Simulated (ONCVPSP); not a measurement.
## Transferability test, ONCV potential for Ca

| Property | Result |
| --- | --- |
| Element | calcium (Ca) |
| Generator | ONCVPSP 4.0.1 |
| Type | optimised norm-conserving Vanderbilt (ONCV) |
| Functional | PBE |
| Relativity | scalar-relativistic |
| Frozen core | [Ne] |
| Valence charge | 10 |
| Reference configuration | 3s2 3p6 4s1.75 4p0.25 |
| Partial waves | 3s+4s: rc 1.90 bohr, ncon 3, nbas 6, qcut 7.9 1/bohr, 2 projectors; 3p+4p: rc 1.90 bohr, ncon 5, nbas 8, qcut 6.8 1/bohr, 2 projectors; d scattering state at 0.24 Ha: rc 2.00 bohr, ncon 5, nbas 8, qcut 5.3 1/bohr, 2 projectors, debl 0.4 Ha |
| Local potential | polynomial inside 1.30 bohr (lpopt 5, dvloc0 0 Ha) |
| Core correction | none |

In the d channel the program set the typed energies aside and used -0.082, 0.318 Ha.

Energies are relative to the spin-unpolarised reference configuration 3s2 3p6 4s1.75 4p0.25; without spin polarisation the order of configurations can differ from experiment.

| valence configuration | charge | ΔE all-electron (eV) | error AE − PS (meV) |
| --- | --- | --- | --- |
| 3s2 3p6 4s2 4p0 | 0 | -0.594 | 0.0 |
| 3s2 3p6 4s1 4p0 | +1 | 5.715 | -0.2 |
| 3s2 3p6 4s0 4p0 | +2 | 17.535 | -1.1 |
| 3s2 3p5 4s2 4p0 | +1 | 34.073 | +8.8 |

Levels in the configuration 3s2 3p6 4s0 4p0:

| level | all-electron (eV) | pseudo (eV) |
| --- | --- | --- |
| 3s | -62.236 | -62.247 |
| 3p | -43.060 | -43.063 |
